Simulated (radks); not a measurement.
Spherical jellium clusters: N electrons in a uniform positive sphere of charge N and radius rs N^(1/3), rs = 3.72 bohr. Method: non-relativistic Kohn-Sham, LDA (Slater exchange, Perdew-Wang correlation), spin-polarised, spherical densities; computed with a radial shooting solver with Libxc functionals. Levels are named by radial order and angular momentum (1s, 1p, 1d, 2s, ...), and open shells are averaged over m.

N = 10, configuration 1s2 1p6 1d(up 2, down 0). This is the lowest configuration that the search found. Occupied and some empty levels:

level    occupation  eigenvalue (eV)  <r> (bohr)
1s up             1          -5.2347       5.253
1s down           1          -5.0386       5.137
1p up             3          -3.9574       6.351
1p down           3          -3.7048       6.322
1d up             2          -2.4173       7.344
1d down           0          -2.1533       7.398
2s up             0          -1.8873       7.110
2s down           0          -1.7477       7.233
1f up             0         -0.78201       8.651
2p up             0         -0.61971       10.35
1f down           0         -0.55098       8.908
2p down           0         -0.51292       10.77

Energy (eV): total -17.0581, kinetic 19.667, external -396.85, Hartree 193.94, exchange-correlation -37.537, background 203.72.
